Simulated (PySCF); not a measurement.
Compound: (H2B-mu-NHMe)2, C2H12B2N2.
Cartesian coordinates in Å at the PBE0-D3(BJ)/def2-SVP level; atoms count from 1:
```
atom  x, y, z in Å
B1     0.5612   -1.0620    0.2282
H2     0.4588   -2.1883    0.6839
H3     1.6649   -0.7934   -0.2168
N4     0.0515    0.0406    1.2624
C5     0.9281    1.1664    1.5633
B6    -1.1685    0.2776    0.2615
H7    -2.2214   -0.1140    0.7358
H8    -1.1964    1.4221   -0.1605
N9    -0.5969   -0.7437   -0.8235
C10   -0.2144   -0.2223   -2.1302
H11   -0.2629   -0.3854    2.1300
H12    1.8174    0.8347    2.1210
H13    0.3972    1.9331    2.1484
H14    1.2636    1.6237    0.6241
H15   -1.2155   -1.5407   -0.9443
H16    0.3317   -0.9804   -2.7124
H17    0.4442    0.6449   -1.9945
H18   -1.0989    0.1041   -2.6987
```

The closed-shell ground state was solved at several levels (PySCF, density fitting, gas phase, non-relativistic).

```json
{"level": "B3LYP/pcJ-1", "basis functions": "282", "HOMO (eV)": "-7.52", "LUMO (eV)": "0.80", "gap (eV)": "8.32", "dipole (D)": "0.37"}
{"level": "KT2/pcSseg-1", "basis functions": "162", "HOMO (eV)": "-6.44", "LUMO (eV)": "0.20", "gap (eV)": "6.64", "dipole (D)": "0.39"}
{"level": "PBE0/def2-SVPD", "basis functions": "216", "HOMO (eV)": "-7.74", "LUMO (eV)": "0.38", "gap (eV)": "8.12", "dipole (D)": "0.28"}
```

(1) What might PBE0/pcSseg-1 (162 basis functions) give for the same quantities?

(2) Over all these levels, which gives the widest orbital gap and which the narrowest?

(3) How far do the dipole and the HOMO energy spread over the levels?

Answers

(1) HOMO -7.72 eV, LUMO 1.13 eV, gap 8.85 eV, dipole 0.41 D.

(2) PBE0/pcSseg-1 (global hybrid, 25 % exact exchange) has the widest, 8.85 eV, and KT2/pcSseg-1 (GGA) the narrowest, 6.64 eV. The two share the basis. From the narrowest to the widest the HOMO moves by -1.28 eV and the LUMO by +0.93 eV.

(3) The dipole runs from 0.28 to 0.41 D (mean 0.36 D) and the HOMO from -7.74 to -6.44 eV.

One conformer stands for the species.
